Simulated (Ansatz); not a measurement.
`CC([SiH3])I`. The species carries charge 0 and has multiplicity 1. I takes the def2 core potential. All single points use the PBE0-D4/def2-TZVP geometry.

```xyz
11

C    -1.176    0.699    0.429
C     0.181    0.573   -0.231
Si    0.819   -1.193   -0.379
I     1.673    1.677    0.878
H    -1.177    0.264    1.430
H    -1.491    1.741    0.513
H    -1.923    0.166   -0.170
H     0.190    1.059   -1.208
H    -0.166   -1.989   -1.167
H     0.941   -1.783    0.977
H     2.130   -1.213   -1.072
```

(1) What is the dipole moment at ωB97M-V/def2-TZVPP? (Estimate.)

(2) And with PBE, r2SCAN, B3LYP? (An estimate is asked.)

(3) Give the Mulliken charges with ωB97M-V, PBE, r2SCAN in def2-TZVPP. (An estimate is asked.)

Answers

(1) The calculation gave: 1.64 D, with components (-1.42, -0.34, -0.74) D in this frame, pointing from negative to positive charge.

(2) Computed: PBE 1.61 D, r2SCAN 1.75 D, B3LYP 1.66 D.

(3) Ansatz gave: 
| atom | ωB97M-V | PBE | r2SCAN |
| --- | --- | --- | --- |
| C1 | -0.32 | -0.26 | -0.15 |
| C2 | -0.28 | -0.13 | -0.11 |
| Si3 | 0.15 | 0.18 | 0.26 |
| I4 | -0.06 | -0.09 | -0.12 |
| H5 | 0.13 | 0.11 | 0.07 |
| H6 | 0.13 | 0.10 | 0.07 |
| H7 | 0.12 | 0.10 | 0.06 |
| H8 | 0.17 | 0.13 | 0.10 |
| H9 | -0.03 | -0.06 | -0.07 |
| H10 | -0.01 | -0.04 | -0.05 |
| H11 | -0.01 | -0.04 | -0.05 |

B3LYP here is the variant with VWN-RPA as its local correlation; programs differ in this.
